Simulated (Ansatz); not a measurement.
Total energies of C₃H₉Cl₂GaOSi (`C[Si](C)(C)[O][Ga]([Cl])[Cl]`).

Cartesian coordinates in Å:
```
C 0.890 -1.878 -0.763
Si 0.048 -0.353 -0.104
C -0.487 -0.595 1.668
C -1.420 0.111 -1.161
O 1.173 0.866 -0.172
Ga 1.188 2.561 0.249
Cl 2.945 3.698 -0.038
Cl -0.541 3.503 1.048
H 0.212 -2.736 -0.753
H 1.226 -1.724 -1.791
H 1.765 -2.131 -0.158
H -0.965 0.307 2.063
H -1.207 -1.414 1.752
H 0.367 -0.835 2.308
H -1.905 1.017 -0.787
H -1.120 0.288 -2.197
H -2.168 -0.687 -1.163
```

The species carries charge 0 and has multiplicity 1. Correlated methods include outer-core shells of Ga, which these sets cover unevenly. Scalar relativity is left out up to krypton. The structure was optimised at the PBE0-D4/def2-TZVP level. It is one conformer, not always the lowest. Basis def2-TZVPP, Ansatz.

RPA on PBE orbitals: Hartree–Fock energy of these orbitals -3325.14798 Eh, correlation -2.40817 Eh (frozen core).

| functional | kind | energy without D4 (Eh) | D4 term (kJ/mol) |
| --- | --- | --- | --- |
| PBE | GGA | -3328.98836 | -51.6 |
| BHLYP | global hybrid, 50 % | -3329.93101 | -68.9 |

(1) Give the same for LDA (SPW92), revPBE, BLYP, r2SCAN, B97M-V, PBE0, B3LYP, r2SCANh, r2SCAN0, HSE06 (plane-wave form), CAM-B3LYP, LC-ωPBE, ωB97X-V, ωB97M-V, B2PLYP, PBE-QIDH. (Best estimate.)

B3LYP takes the VWN-RPA correlation (the form of Gaussian; ORCA's B3LYP/G). HSE06 is the plane-wave form, built on full-range PBE exchange. The double hybrids freeze the cores in their second-order part.

## Answers

(1) The calculation gave: 
```tsv
functional	kind	energy without D4 (Eh)	D4 term (kJ/mol)
LDA (SPW92)	LDA	-3321.23049	–
revPBE	GGA	-3329.61699	-131.9
BLYP	GGA	-3330.02909	-107.5
r2SCAN	meta-GGA	-3329.86397	-13.9
B97M-V	meta-GGA with VV10	-3329.37288	–
PBE0	global hybrid, 25 % exact exchange	-3329.15894	-45.0
B3LYP	global hybrid, 20 %	-3330.16910	-82.5
r2SCANh	meta-GGA hybrid, 10 %	-3329.84107	-15.0
r2SCAN0	meta-GGA hybrid, 25 %	-3329.80904	-16.6
HSE06 (plane-wave form)	screened hybrid	-3329.12572	-42.6
CAM-B3LYP	range-separated hybrid	-3330.12494	-46.8
LC-ωPBE	long-range corrected hybrid	-3329.35886	–
ωB97X-V	range-separated hybrid GGA with VV10	-3329.65358	–
ωB97M-V	range-separated hybrid meta-GGA with VV10	-3329.81034	–
B2PLYP	double hybrid	-3329.16205	–
PBE-QIDH	double hybrid	-3328.55632	–
```

LC-ωPBE has ω = 0.4 bohr⁻¹.
